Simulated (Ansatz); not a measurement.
A nudged elastic band was laid between two geometries of BFH2O + CF3 (9 atoms, charge 0, multiplicity 2).

The calculation used Ansatz, UKS B3LYP/def2-SVP.

- movable images: 7
- climbing image: yes
- spring: 5.0 eV/Å²
- optimiser: quadratic models (default)
- start path: through a guess of the saddle point
- force threshold: 0.05 eV/Å
- iteration limit: 60
- end points: relaxed

Image 0:

```xyz
9
Properties=species:S:1:pos:R:3
B 0.202 -0.106 -0.645
H 0.597 -0.122 0.496
O 0.966 -0.435 -1.704
H 1.864 -0.688 -1.462
F -1.051 0.256 -0.886
C -0.446 0.059 3.820
F -0.781 -0.980 4.557
F 0.736 -0.113 3.255
F -0.487 1.177 4.515
```

Image 8:

```xyz
9
Properties=species:S:1:pos:R:3
B -0.189 -0.023 -0.731
H -0.792 0.155 2.143
O 1.085 -0.382 -0.556
H 1.347 -0.433 0.376
F -0.725 0.105 -1.926
C -0.037 -0.031 2.925
F -0.372 -1.071 3.682
F 1.154 -0.311 2.338
F 0.130 1.038 3.697
```

What changes between the two ends?

Bonds broken: B1–H2. Bonds formed: H2–C6. BFH2O + CF3 becomes BFHO + CHF3.

What energy profile does the band end with?

The run converged. The highest image is number 3 of 0 to 8, 51.4 kJ/mol above the first end and 59.3 kJ/mol above the last; the last end lies 8.0 kJ/mol below the first. A vibrational analysis at the climbing image gives one clearly imaginary mode, 1558i cm⁻¹: a first-order saddle point.

| image | path coordinate (Å) | energy (kJ/mol) | B1–H2 (Å) | H2–C6 (Å) |
| --- | --- | --- | --- | --- |
| 0 | 0.00 | 0.0 | 1.21 | 3.49 |
| 1 | 1.07 | 1.0 | 1.21 | 2.86 |
| 2 | 2.15 | 6.2 | 1.21 | 2.34 |
| 3 | 3.22 | 51.4 | 1.46 | 1.40 |
| 4 | 3.99 | 9.1 | 2.21 | 1.11 |
| 5 | 4.77 | 3.1 | 2.71 | 1.11 |
| 6 | 5.54 | 1.4 | 2.80 | 1.10 |
| 7 | 6.32 | -2.9 | 2.84 | 1.10 |
| 8 | 7.10 | -8.0 | 2.94 | 1.10 |

What is the geometry of the highest image?


```xyz
9
Properties=species:S:1:pos:R:3
B -0.073 -0.011 -0.059
H 0.029 -0.023 1.400
O 0.895 -0.418 -0.893
H 1.704 -0.725 -0.465
F -1.215 0.421 -0.558
C 0.055 -0.043 2.798
F -0.638 -1.090 3.242
F 1.320 -0.142 3.211
F -0.479 1.079 3.270
```

What are the harmonic wavenumbers there?

1558i, 11, 33, 58, 169, 217, 294, 512, 513, 535, 554, 724, 945, 1076, 1173, 1204, 1249, 1321, 1343, 1508, 3873 cm⁻¹.

Run time: 4.9 min on 4 threads of Arm Neoverse V2, with other jobs on the host, peak memory 0.36 GiB.
